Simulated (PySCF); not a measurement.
**C3H9B: core ionisation energies**

Trimethylborane, C₃H₉B.
Geometry (PBE0-D3(BJ)/def2-SVP, Å), atoms numbered from 1 in this order:
```xyz
13
C3H9B angstrom
C     -0.2951    1.5534    0.0995
B     -0.0066    0.0063    0.0797
C      1.4708   -0.5221    0.2197
C     -1.1871   -1.0222   -0.0751
H      0.3895    2.1042   -0.5673
H     -0.0556    1.9176    1.1174
H     -1.3324    1.8446   -0.1220
H      2.2567    0.2432    0.1386
H      1.6792   -1.3315   -0.5007
H      1.5630   -0.9972    1.2149
H     -1.4255   -1.0391   -1.1575
H     -0.9505   -2.0567    0.2156
H     -2.1153   -0.6995    0.4231
```

The calculation used delta-SCF UKS SCAN, pcX-2 on the ionised atom, pcseg-1 elsewhere, spin-free X2C in PySCF 2.14.0. Binding energies are ΔSCF values: E(core-ionised, relaxed orbitals) − E(ground state) at a fixed geometry, referred to the vacuum level.

Question: Give the core binding energies atom by atom.

Answer: 
| atom(s) | environment | level | binding energy (eV) | count |
| --- | --- | --- | --- | --- |
| B2 | three-coordinate boron | B 1s | 195.53 | 1 |
| C1/C3/C4 | sp3 carbon bound to boron | C 1s | 289.93 | 3 |

Question: Which effective nuclear charge Zeff reproduces each element's mean 1s value in the hydrogen-like formula E = 13.606 eV × Zeff²?

Answer: B (Z = 5): mean 195.5 eV, Zeff = 3.79, Z − Zeff = 1.21; C (Z = 6): mean 289.9 eV, Zeff = 4.62, Z − Zeff = 1.38. Means run over the listed sites, weighted by atom count.

One atom of each set of topologically equivalent atoms was ionised and stands for the set; in this conformer not all members are related by symmetry, and their own values weren't computed. Geometry: PBE0-D3(BJ)/def2-SVP; no solvent, vibrations or thermal averaging.
